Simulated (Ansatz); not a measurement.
`C=N[SiH](C)Cl` + `C#[C][SnH3]` → `C#C[SiH](C)Cl` + `C=[N][SnH3]`  (redistribution)

Program: Ansatz. Geometries: PBE0-D4/def2-TZVP. ΔE: electronic, gas phase. CBS: MP2 limit from def2 TZ/QZ plus the TZ coupled-cluster correction, frozen cores. DFT in def2-TZVPP. B3LYP here is the variant with VWN-RPA as its local correlation; programs differ in this. def2 core potentials past Kr. For Sn outer-core shells are correlated without core-valence functions, which leaves a few kJ/mol of doubt a bond. One conformer a species, not always the lowest.

Q: Is it downhill or uphill in electronic energy at CCSD(T)/CBS, and by how much? (Estimate.)

A: Ansatz gave: Uphill: ΔE = +0.42 eV.

Q: What do these levels give: PBE-D4, PBE0-D4, ωB97M-V, PBE, r2SCAN, PBE0, B3LYP, HF/def2-TZVPP, MP2/def2-TZVPP, CCSD(T)/def2-TZVPP, HF/def2-QZVPP, CCSD/CBS(def2)? (An estimate is asked.)

A: The calculation gave: PBE-D4 0.36, PBE0-D4 0.42, ωB97M-V 0.46, PBE 0.35, r2SCAN 0.40, PBE0 0.41, B3LYP 0.39, HF/def2-TZVPP 0.52, MP2/def2-TZVPP 0.45, CCSD(T)/def2-TZVPP 0.45, HF/def2-QZVPP 0.51, CCSD/CBS(def2) 0.43 eV.

Largest T1 diagnostic among the species: 0.014.

From PBE to PBE0 (25 % exact exchange), in def2-TZVPP and without D4, ΔE moves by +0.06 eV. In def2-TZVPP, CCSD(T) changes the Hartree–Fock value by −0.06 eV (the triples alone add −0.02 eV) and MP2 by −0.07 eV.
